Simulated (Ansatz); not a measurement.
Program: Ansatz. Geometries: PBE0-D4/def2-TZVP. ΔE: electronic, gas phase. CBS: MP2 limit from def2 TZ/QZ plus the TZ coupled-cluster correction, frozen cores. This one scheme is used for every species. DFT in def2-TZVPP. B3LYP here is the variant with VWN-RPA as its local correlation; programs differ in this. One conformer a species, not always the lowest.

Reaction (redistribution): `N[Si](N)([SiH3])[SiH3]` + `CO[Si]O` → `O[Si]O[SiH3]` + `C[Si](N)(N)[SiH3]`

| level | ΔE (eV) | difference from CCSD(T)/CBS |
| --- | --- | --- |
| PBE-D4 | -1.79 | 0.33 |
| r2SCAN-D4 | -2.03 | 0.09 |
| PBE0-D4 | -1.91 | 0.21 |
| B3LYP-D4 | -2.03 | 0.09 |
| ωB97X-V | -2.03 | 0.09 |
| ωB97M-V | -2.14 | -0.02 |
| B2PLYP | -2.12 | 0.00 |
| PBE | -1.79 | 0.33 |
| r2SCAN | -2.03 | 0.09 |
| PBE0 | -1.91 | 0.21 |
| B3LYP | -2.04 | 0.08 |
| HF/def2-TZVPP | -2.27 | -0.15 |
| MP2/def2-TZVPP | -2.24 | -0.12 |
| SCS-MP2/def2-TZVPP | -2.21 | -0.09 |
| CCSD/def2-TZVPP | -2.14 | -0.02 |
| CCSD(T)/def2-TZVPP | -2.10 | 0.02 |
| HF/def2-QZVPP | -2.29 | -0.17 |
| MP2/def2-QZVPP | -2.26 | -0.14 |
| SCS-MP2/def2-QZVPP | -2.23 | -0.11 |
| HF/CBS(def2) | -2.29 | -0.17 |
| MP2/CBS(def2) | -2.26 | -0.14 |
| CCSD/CBS(def2) | -2.16 | -0.04 |
| CCSD(T)/CBS | -2.12 | 0 |

Largest T1 diagnostic among the species: 0.014.

From PBE to PBE0 (25 % exact exchange), in def2-TZVPP and without D4, ΔE moves by −0.12 eV.
